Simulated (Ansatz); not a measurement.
`N[SiH2]O[Si](N)(Cl)Cl`. Charge 0, multiplicity 1. All single points use the PBE0-D4/def2-TZVP geometry. It is one conformer, not always the lowest.

```xyz
13

N    -1.351    0.287   -2.066
Si   -0.561    1.353   -1.003
O     0.017    0.663    0.390
Si    0.509   -0.771    0.923
N     1.318   -0.567    2.385
Cl   -1.045   -2.057    1.242
Cl    1.642   -1.631   -0.570
H    -0.830   -0.360   -2.635
H    -2.279   -0.054   -1.874
H     0.606    1.928   -1.709
H    -1.529    2.379   -0.558
H     1.980    0.184    2.497
H     1.523   -1.354    2.977
```

(1) What is the dipole moment at B3LYP/def2-TZVPP? (An estimate is asked.)

(2) And with PBE, r2SCAN, ωB97M-V? (Best estimate.)

(3) Give the Mulliken charges with B3LYP, PBE, ωB97M-V in def2-TZVPP. (Estimate.)

Results:

(1) Computed: 0.81 D, with components (0.55, 0.05, 0.58) D in this frame, pointing from negative to positive charge.

(2) The calculation gave: PBE 0.77 D, r2SCAN 0.81 D, ωB97M-V 0.81 D.

(3) The calculation gave: 
```json
{"atom": "N1", "B3LYP": "-0.39", "PBE": "-0.37", "ωB97M-V": "-0.36"}
{"atom": "Si2", "B3LYP": "0.49", "PBE": "0.39", "ωB97M-V": "0.41"}
{"atom": "O3", "B3LYP": "-0.37", "PBE": "-0.29", "ωB97M-V": "-0.37"}
{"atom": "Si4", "B3LYP": "0.72", "PBE": "0.59", "ωB97M-V": "0.65"}
{"atom": "N5", "B3LYP": "-0.37", "PBE": "-0.36", "ωB97M-V": "-0.34"}
{"atom": "Cl6", "B3LYP": "-0.25", "PBE": "-0.22", "ωB97M-V": "-0.20"}
{"atom": "Cl7", "B3LYP": "-0.26", "PBE": "-0.23", "ωB97M-V": "-0.22"}
{"atom": "H8", "B3LYP": "0.15", "PBE": "0.16", "ωB97M-V": "0.13"}
{"atom": "H9", "B3LYP": "0.15", "PBE": "0.16", "ωB97M-V": "0.13"}
{"atom": "H10", "B3LYP": "-0.08", "PBE": "-0.07", "ωB97M-V": "-0.04"}
{"atom": "H11", "B3LYP": "-0.08", "PBE": "-0.07", "ωB97M-V": "-0.04"}
{"atom": "H12", "B3LYP": "0.15", "PBE": "0.16", "ωB97M-V": "0.13"}
{"atom": "H13", "B3LYP": "0.14", "PBE": "0.16", "ωB97M-V": "0.12"}
```

B3LYP here is the variant with VWN-RPA as its local correlation; programs differ in this.
